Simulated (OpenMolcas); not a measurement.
## 4f11 along the 65-electron sequence

| Quantity | Value |
| --- | --- |
| Program | OpenMolcas 26.06 |
| Method | SS-RASPT2, IPEA 0.25 Eh, imaginary shift 0.1 Eh |
| Basis | ANO-R2 |
| Scalar Hamiltonian | X2C, finite nucleus |
| Spin-orbit coupling | state interaction with AMFI integrals over the reference wave functions, term energies averaged over their components |

Active space for each ion: 11 electrons in 12 orbitals (RAS2 4f; RAS3 5d, at most 1 electron); closed shells correlated by CASPT2: 5s 5p.

Computed levels in cm-1 above 4I* 15/2:

| Level | Ho2+ | Er3+ | Tm4+ |
| --- | --- | --- | --- |
| 4I* 13/2 | 5580 | 6610 | 7740 |
| 4I* 11/2 | 8850 | 10370 | 11930 |
| 4I* 9/2 | 11020 | 12790 | 14440 |
| 4F* 9/2 | 14690 | 16650 | 18470 |
| 2H* 11/2(1) | 18030 | 20650 | 23010 |
| 4S* 3/2 | 18160 | 20510 | 22530 |
| 4F* 7/2 | 19750 | 22400 | 24940 |
| 4F* 3/2 | 21590 | 24570 | 27310 |
| 4F* 5/2 | 21660 | 24310 | 27040 |
| weight of 4I* in the lowest level (%) | 98 | 97 | 97 |

Mixed levels, with the weight of the term that names them: Ho2+ 4I* 9/2 (67 %), Ho2+ 4F* 9/2 (64 %), Ho2+ 2H* 11/2(1) (68 %), Ho2+ 4S* 3/2 (73 %), Ho2+ 4F* 3/2 (66 %), Er3+ 4I* 9/2 (62 %), Er3+ 4F* 9/2 (62 %), Er3+ 2H* 11/2(1) (64 %), Er3+ 4S* 3/2 (70 %), Er3+ 4F* 3/2 (64 %), Tm4+ 4I* 9/2 (53 %), Tm4+ 4F* 9/2 (58 %), Tm4+ 2H* 11/2(1) (59 %), Tm4+ 4S* 3/2 (67 %), Tm4+ 4F* 3/2 (61 %).

Measured, with the error of the calculation in %. Measured levels: Ho2+ from Martin, Zalubas and Hagan, Atomic Energy Levels: The Rare-Earth Elements, NSRDS-NBS 60 (1978); whole-number values converted from NIST levels in rydberg listed in Nahar, Atoms 12, 24 (2024); Er3+ from the list in Tchang-Brillet, Wyart, Meftah and Ait Mammar, Atoms 6, 52 (2018).

```json
{"Level": "4I* 13/2", "Ho2+": "5439 (+2.7)", "Er3+": "6508 (+1.5)"}
{"Level": "4I* 11/2", "Ho2+": "8644 (+2.4)", "Er3+": "10172 (+1.9)"}
{"Level": "4I* 9/2", "Ho2+": "10770 (+2.3)", "Er3+": "12469 (+2.6)"}
{"Level": "4F* 9/2", "Ho2+": "13330 (+10.2)", "Er3+": "15405 (+8.1)"}
{"Level": "2H* 11/2(1)", "Ho2+": "16891 (+6.7)", "Er3+": "19332 (+6.8)"}
{"Level": "4F* 7/2", "Ho2+": "17867 (+10.6)", "Er3+": ""}
{"Level": "4F* 5/2", "Ho2+": "19375 (+11.8)", "Er3+": ""}
```

The fine-structure level 4I* 9/2 changes by a factor of 1.31 from Ho2+ to Tm4+. Its fourth root runs 10.25, 10.63, 10.96, with steps per unit of Z of 0.39, 0.33; equal steps would mean a (Z - σ)^4 law with constant σ.

4F* 9/2 changes by a factor of 1.26 over the same range, with steps per unit of Z of +1960, +1820 cm-1.

CASPT2 does not keep the components of a term degenerate, so their means are used; among the terms shown or strongly mixed into the levels shown the widest spread is 530 cm-1 (4f11 4I*, Tm4+). Each CASPT2 term energy is a mean over a sample of three components. High states are left out of the spin-orbit mixing, which shifts the levels that they would mix with. Some levels mix across a computed gap that differs much from the measured one, so their mixing is not that of the real levels (holds for Ho2+; Er3+). Computed and measured levels are paired by configuration, term and J; levels that our copy of the source lacks, or whose pairing is in doubt (as where it misses far off the trend of its configuration), stay unpaired and out of the deviations. Levels of configurations outside the active space are missing.

A number in round brackets counts repeated terms of one configuration in the order of the reference energies. * marks odd parity.
